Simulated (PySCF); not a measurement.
Structure from NMR data

Molecular formula: C₈H₁₁N. Simulated spectra:

¹H NMR (500 MHz, computed): δ 1.90 (m, 1H), 1.85 (m, 1H), 1.80 (m, 1H), 1.73 (m, 1H), 1.63 (m, 1H), 1.35 (m, 1H), 1.26 (m, 1H), 1.14 (m, 1H), 1.13 (m, 1H), 1.06 (m, 1H), 0.88 (m, 1H).

¹³C{¹H} NMR (computed): δ 133.1 (C), 35.8 (CH), 35.4 (CH2), 33.5 (CH2), 32.5 (CH), 27.0 (CH2), 24.5 (CH), 22.5 (CH2).

No solvent, relativity neglected, one conformer. PBE0-D3(BJ)/def2-SVP structure; HF/pcSseg-1 with gauge-including orbitals; PySCF.

Scale: ¹H, ¹³C vs TMS (reference shieldings calculated alike).

Q: Propose a structure and justify it.

A: 
1. Rings plus π bonds: 4 (2 rings in the answer).
2. 8 carbon signals for 8 carbons: no two carbons are equivalent.
3. Carbon types of the structure: 1 × C, 3 × CH, 4 × CH2, which accounts for all hydrogens.
4. δC 133.1: nitrile carbon; this is the usual window of a C≡N carbon, which has no attached hydrogen.
5. δC 35.8, 32.5: sp3 CH in a ring; saturated and bonded to C and H only.
6. δC 35.4, 33.5, 27.0, 22.5: sp3 CH2 in a ring; aliphatic region, no heteroatom directly attached.
7. δC 24.5: sp3 CH α to a nitrile; saturated and bonded to C and H only.
8. δH 1.90: hydrogen on an sp3 CH α to a nitrile.
9. δH 1.85, 1.73: hydrogen on an sp3 CH in a ring.
10. δH 1.80, 1.63, 1.35, 1.26, 1.14, 1.13, 1.06, 0.88: hydrogen on an sp3 CH2 in a ring.

Structure: SMILES N#C[C@@H]1C[C@@H]2CC[C@H]1C2.

This is the structure that produced the data.

Shifts are as computed. Against solution values, carbons near 30 ppm lie about -0 ppm off and those near 130 ppm about +7 ppm. Of 1211 compounds with measured shifts, 218 miss one by over three times the rms of a fit or turn the order of signals round; such compounds aren't used in these exercises. Multiplicities follow the n + 1 count of equivalent neighbours, as no J values were calculated; m marks all less simple cases, F and P coupling included.
